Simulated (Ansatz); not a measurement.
AlH₇O₄Si, SMILES `[OH][Al-]([OH])([OH])[OH+][SiH3]`, relaxed with RKS PBE0-D4/def2-TZVP in Ansatz from a PBE-D4/def2-SVP geometry. The force threshold is 0.005 eV/Å; the program also tests the step.

Total charge 0; spin multiplicity 1.

Start:

```xyz
13

O    -0.090    0.219    1.281
Al   -0.256    1.047   -0.324
O     1.012    2.081   -0.875
O    -1.933    1.378   -0.580
O     0.301   -0.669   -0.866
Si    0.505   -1.676    0.626
H    -0.839    0.211    1.901
H     0.985    3.037   -0.717
H    -2.230    1.943   -1.310
H     0.650   -1.037   -1.696
H     1.733   -1.463    1.457
H    -0.729   -2.178    1.322
H     0.892   -2.894   -0.217
```

| step | energy (eV) | largest force (eV/Å) | largest move (Å) |
| --- | --- | --- | --- |
| 1 | -22772.2752 | 0.735 | 0.000 |
| 2 | -22772.3419 | 0.357 | 0.034 |
| 3 | -22772.3612 | 0.129 | 0.030 |
| 4 (rejected) | -22772.3573 | 0.441 | 0.055 |
| 5 | -22772.3642 | 0.051 | 0.027 |
| 6 (rejected) | -22772.3609 | 0.291 | 0.100 |
| 7 | -22772.3654 | 0.084 | 0.049 |
| 8 | -22772.3655 | 0.043 | 0.021 |
| 9 | -22772.3657 | 0.025 | 0.006 |
| 10 | -22772.3658 | 0.012 | 0.010 |
| 11 | -22772.3658 | 0.015 | 0.004 |
| 12 | -22772.3658 | 0.004 | 0.002 |

End:

```xyz
13

O    -0.099    0.207    1.281
Al   -0.248    1.026   -0.294
O     0.994    2.063   -0.824
O    -1.894    1.352   -0.599
O     0.322   -0.661   -0.827
Si    0.493   -1.666    0.606
H    -0.817    0.201    1.913
H     0.931    3.014   -0.830
H    -2.190    1.966   -1.267
H     0.661   -1.010   -1.652
H     1.695   -1.460    1.441
H    -0.736   -2.164    1.271
H     0.888   -2.868   -0.220
```

It took 55 s on 4 threads of an Arm Neoverse V2 on a shared host, with 0.76 GiB of host memory at the peak.
